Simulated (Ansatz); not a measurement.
A run on `F[SiH]1[O][GeH2]1` with other settings.

```yaml
crystal:
  periodic: [false, false, false]
  atoms:
    - {symbol: F, position_ang: [-2.139974, 0.934635, 0.294500]}
    - {symbol: Si, position_ang: [-0.650662, 0.837743, -0.247278]}
    - {symbol: O, position_ang: [0.523095, 0.648831, 0.859626]}
    - {symbol: Ge, position_ang: [0.584683, -1.037456, -0.042519]}
    - {symbol: H, position_ang: [-0.511123, 1.910585, -1.252565]}
    - {symbol: H, position_ang: [1.989007, -1.223980, -0.635752]}
    - {symbol: H, position_ang: [0.266274, -2.138358, 0.978289]}
basis:
  gaussian: {orbitals: def2-TZVP}
total_charge: -1
magnetization: {spin_polarized: true, initial_magnetization: 1}
hamiltonian: {xc: {name: HF}}
correlation: {active_space: {window: {electrons: 3, orbitals: 2}}}
scf: {lower_state_search: full}
output: {forces: true}
```

```sh
$ ansatz run in.yaml --threads 2 --pin off --events-out ev --progress --plain --max-ram 4352MiB
```

Shortened log:

```
Error: invalid value for `correlation.active_space`: it starts from restricted Hartree–Fock orbitals; set hamiltonian.xc: hf without magnetization.spin_polarized
```
